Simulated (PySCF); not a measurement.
Bonds (- single, = double, # triple, : aromatic): N1#C2 1.158 Å, C2-C3 1.448 Å, C3-Si4 1.897 Å, Si4-Cl5 2.058 Å. C3 carries H6, H7; Si4 carries H8, H9.

PySCF 2.14 calculation with PBE0-D3(BJ)/def2-SVP structure and σ from GIAO-KT2/pcSseg-2; no solvent model, a single conformation, one averaged value for each set of equivalent atoms, non-relativistic.

δ = σ(ref) − σ, references computed at the same level: TMS for $^{13}$C (σref 182.28), $^{1}$H (σref 31.18), $^{29}$Si (σref 350.99); $^{15}$N (σref 260.12) vs NH3; $^{35}$Cl (σref 942.53) vs HCl.

```
atoms    nucleus  count  δ (ppm)
  Si4  $^{29}$Si      1    -11.4
   C3   $^{13}$C      1      7.5
   C2   $^{13}$C      1        ?
H6/H7    $^{1}$H      2        ?
H8/H9    $^{1}$H      2     5.33
   N1   $^{15}$N      1    281.7
  Cl5  $^{35}$Cl      1      -24
```

**Question.** Complete the table.

**Answer.** 
- C2: 110.0 ppm, nitrile carbon; this is the usual window of a C≡N carbon, which has no attached hydrogen
- H6/H7: 1.99 ppm, hydrogen on an sp3 CH2 bonded to Si, α to a nitrile

Shifts are as computed. Against solution values, carbons near 30 ppm lie about +3 ppm off and those near 130 ppm about -1 ppm. Of 1211 compounds with measured shifts, 218 miss one by over three times the rms of a fit or turn the order of signals round; such compounds aren't used in these exercises. Experimental scales use liquid or dissolved standards, which lie at an offset from isolated NH3 (liquid NH3: subtract about 20 ppm). Unscaled 15N shifts of sp2 nitrogen come out 20 to 40 ppm too high even then.
